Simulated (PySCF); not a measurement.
Pr³¹⁺: ionisation energy

Pr³¹⁺ [Ar] 3d10 → Pr³²⁺ [Ar] 3d9 [3d3/2^4 3d5/2^5, M_J = 5/2], as a difference of total energies. Calculation: PySCF 2.14, in an uncontracted even-tempered set (16 s from 5.2 bohr⁻², ratio 2.8; 13 p from 6.8 bohr⁻², ratio 2.8; 8 d from 6.8 bohr⁻², ratio 2.8; 3 f from 29 bohr⁻², ratio 3); the two-component X2C-1e Hamiltonian. Correlated levels: [Ne] frozen; the 80 highest virtual spinors dropped. "Screened" scales the spin-orbit matrix elements by Boettger's factors to mimic the two-electron term; Breit and QED terms are absent.

```csv
method,ionisation energy (eV)
GHF (spin-free),2029.3
GMP2 (spin-free),2030.6
GHF (screened spin-orbit),2020.3
GMP2 (screened spin-orbit),2021.7
```

Breit and QED terms and the two-electron picture change are absent.

The spin-free rows lack the spin-orbit shift.

For comparison: 2019 ± 4 eV (theoretical estimate listed by NIST; NIST Atomic Spectra Database, ionization energies).
